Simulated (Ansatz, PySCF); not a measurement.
Reaction (SMILES): COB(Cl)Cl -> [O]B(Cl)Cl + [CH3] (CH3) (the C-O bond at the site shown breaks; other sites are not compared here)
Structures are relaxed separately at B3LYP-D3(BJ)/def2-TZVP in Ansatz (an electronic-structure program), one conformer each, not searched for the lowest. Frequencies are from Ansatz or PySCF.
Geometry of the first species:
```
O
B 1 1.3331
C 1 1.4311 2 124.30
H 3 1.0869 1 106.74 2 -180.00
H 3 1.0897 4 109.93 1 -119.80
H 3 1.0897 4 109.93 5 -120.41
Cl 2 1.7603 1 118.47 3 180.00
Cl 2 1.7721 1 122.36 3 0.00
```
Charge 0, spin multiplicity 1.

Wanted: bond dissociation energy (0 K, with B3LYP-D3(BJ) harmonic zero-point energies), in eV. Cores are frozen in the correlated levels unless marked. UHF or UKS for open shells. Spin-orbit coupling is left out. No relativistic terms. CBS(X,Y): correlation extrapolated as X^-3; Hartree-Fock from the larger set. The bracket is a focal-point correction in the basis named.

| level | program | bond dissociation energy (eV) |
|---|---|---|
| PBE0/STO-3G | Ansatz | 4.29 |
| PBE0-D3(BJ)/def2-TZVPD | Ansatz + dftd3 | 3.74 |
| PBE0-D4/def2-TZVP | Ansatz + dftd4 | 3.73 |
| r2SCANh/def2-TZVPD | Ansatz | 3.47 |
| r2SCAN0/def2-TZVPD | Ansatz | 3.46 |
| HSE06-D3(BJ)/def2-TZVPD | Ansatz + dftd3 | 3.73 |
| HSE06/def2-TZVPD | Ansatz | 3.68 |
| LC-wPBE/def2-TZVPD | Ansatz | ? |
| B2GP-PLYP-D3(BJ)/def2-TZVPD | Ansatz + dftd3 | ? |
| SCS-MP2/STO-3G | Ansatz | 3.80 |
| CCSD/6-31G | Ansatz | ? |
| CCSD/aug-cc-pV(T+d)Z | Ansatz | 3.74 |
| RI-MP2/CBS(aug-cc-pV(T+d)Z,aug-cc-pV(Q+d)Z)+[CCSD(T)-MP2]/aug-cc-pV(T+d)Z | Ansatz | 3.95 |

**Question.** What belongs in the gaps?

**Answer.** 
- LC-wPBE/def2-TZVPD, bond dissociation energy (eV): 3.77
- B2GP-PLYP-D3(BJ)/def2-TZVPD, bond dissociation energy (eV): 3.86
- CCSD/6-31G, bond dissociation energy (eV): 3.18
